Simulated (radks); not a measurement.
Values are calculated unless marked as measured or tabulated.
Problem. The mean radii <r> (bohr) of the occupied orbitals of an atom or ion are listed with their occupations. Code: a radial shooting solver on a logarithmic mesh with Libxc functionals. Model: non-relativistic Kohn-Sham, PBE, spin-polarised, spherical densities, point nucleus.

| orbital | occ. | <r> |
|---|---|---|
| 1s up | 1 | 0.02488 |
| 1s down | 1 | 0.02488 |
| 2s up | 1 | 0.1061 |
| 2s down | 1 | 0.1061 |
| 2p up | 3 | 0.09007 |
| 2p down | 3 | 0.09008 |
| 3s up | 1 | 0.2730 |
| 3s down | 1 | 0.2729 |
| 3p up | 3 | 0.2623 |
| 3p down | 3 | 0.2623 |
| 3d up | 5 | 0.2330 |
| 3d down | 5 | 0.2330 |
| 4s up | 1 | 0.5631 |
| 4s down | 1 | 0.5632 |
| 4p up | 3 | 0.5653 |
| 4p down | 2 | 0.5655 |

Name the element and its charge. Open shells, if any, are filled with parallel spins first.

Solution. Z = 61, promethium, charge +26: Pm26+ in [Ar] 3d10 4s2 4p5. The 1s radius gives Z: for a bare nucleus <r> = 1.5/Z, 0.02459 bohr for Z = 61, and screening makes it slightly larger (0.02488 here). The occupations add up to 35, and the charge is Z minus that.
